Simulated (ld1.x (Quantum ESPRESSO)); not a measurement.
## Transferability test, TM semilocal potential for chromium

| Property | Result |
| --- | --- |
| Element | chromium (Cr) |
| Generator | ld1.x (Quantum ESPRESSO) 7.5 |
| Type | norm-conserving Troullier–Martins (semilocal form) |
| Functional | LDA (PZ) |
| Relativity | scalar-relativistic |
| Frozen core | [Ar] |
| Valence charge | 6 |
| Reference configuration | 3d5 4s1 4p0 |
| Partial waves | 4p (bound, empty): rc 3.95 bohr; 3d (bound): rc 0.95 bohr; 4s (bound): rc 3.05 bohr |
| Local potential | the s channel |
| Core correction | none |

Energies are relative to the spin-unpolarised reference configuration 3d5 4s1 4p0; without spin polarisation the order of configurations can differ from experiment. Spin-polarised rows fill each open shell by Hund’s rule, majority spin first.

| valence configuration | charge | ΔE all-electron (eV) | error AE − PS (meV) |
| --- | --- | --- | --- |
| 3d5 4s0 4p0 | +1 | 7.140 | -4.9 |
| 3d4 4s0 4p0 | +2 | 23.483 | +21 |
| 3d3 4s0 4p0 | +3 | 54.509 | -261 |
| 3d5 4s0.5 4p0 | +0.5 | 2.818 | -1.4 |
| 3d4 4s1 4p1 | 0 | 3.612 | -60 |
| 3d2 4s0 4p0 | +4 | 103.138 | -1252 |
| 3d5 4s0 4p0 (spin-polarised) | +1 | 2.685 | +6199 |

Task: What are ΔE and the potential's error for 3d5 4s1 4p0 (spin-polarised)?

Result: ΔE = -4.916 eV all-electron; the error (AE − PS) is +6080 meV.

Task: What are ΔE and the potential's error for 3d4 4s2 4p0?

Result: ΔE = -0.058 eV all-electron; the error (AE − PS) is -61 meV.
